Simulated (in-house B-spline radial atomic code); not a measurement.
Radial electron density of neutral iridium, [Xe] 4f14 (5d3/2)4 (5d5/2)3 6s2. Method: Dirac-Hartree-Fock, average of the jj configuration, Fermi nucleus of rms radius 5.4032 fm. Calculated with a B-spline radial code for spherical atoms.

Columns: r (bohr), 4πr²n(r) (electrons per bohr), bar.

```
0.000512    3.326 #
0.000642    4.756 #
0.000805    6.761 ##
 0.00101    9.551 ###
 0.00127    13.42 ####
 0.00159    18.54 ######
 0.00199    25.28 ########
  0.0025     34.1 ###########
 0.00313    44.89 ##############
 0.00393    57.85 ##################
 0.00492    72.08 #######################
 0.00617    86.62 ###########################
 0.00774    99.44 ###############################
 0.00971    108.1 ##################################
  0.0122    110.6 ###################################
  0.0153    106.9 ##################################
  0.0191    100.6 ################################
   0.024     97.8 ###############################
  0.0301    105.2 #################################
  0.0377    122.5 ######################################
  0.0473    139.2 ############################################
  0.0593    140.3 ############################################
  0.0744    124.3 #######################################
  0.0933    111.1 ###################################
   0.117      119 #####################################
   0.147      132 #########################################
   0.184    116.7 #####################################
   0.231    81.91 ##########################
   0.289    70.75 ######################
   0.363    82.65 ##########################
   0.455    77.83 ########################
    0.57    51.37 ################
   0.715    29.33 #########
   0.897    20.53 ######
    1.12    15.81 #####
    1.41    10.28 ###
    1.77    5.784 ##
    2.22     3.14 #
    2.78    1.694 #
    3.49   0.8298 
    4.37   0.3386 
    5.48   0.1027 
    6.88   0.0207 
    8.62 0.002507 
    10.8 0.0001556
```

On this grid the curve has 4 maxima, near 0.0122, 0.0593, 0.147, 0.363 bohr.

The 6s1/2 radial function P(r) = rR(r), positive near the nucleus, with its small component Q(r) (sign convention: Q ≈ (P' + κP/r)/2c):

```csv
r (bohr),P,Q
0.00026,0.007205,-0.002054
0.000408,0.01038,-0.003102
0.000642,0.01483,-0.004553
0.00101,0.0209,-0.006547
0.00159,0.02888,-0.009243
0.0025,0.03859,-0.01273
0.00393,0.04885,-0.01694
0.00617,0.05621,-0.02131
0.00971,0.05358,-0.02445
0.0153,0.03024,-0.02374
0.024,-0.01958,-0.01618
0.0377,-0.07668,-0.001525
0.0593,-0.07475,0.01228
0.0933,0.03945,0.01095
0.147,0.1256,-0.004693
0.231,-0.04682,-0.008324
0.363,-0.1742,0.004113
0.57,0.1382,0.004509
0.897,0.2608,-0.003108
1.41,-0.216,-0.002731
2.22,-0.6151,0.000472
3.49,-0.523,0.001181
5.48,-0.2149,0.0005521
8.62,-0.03504,9.377e-05
```
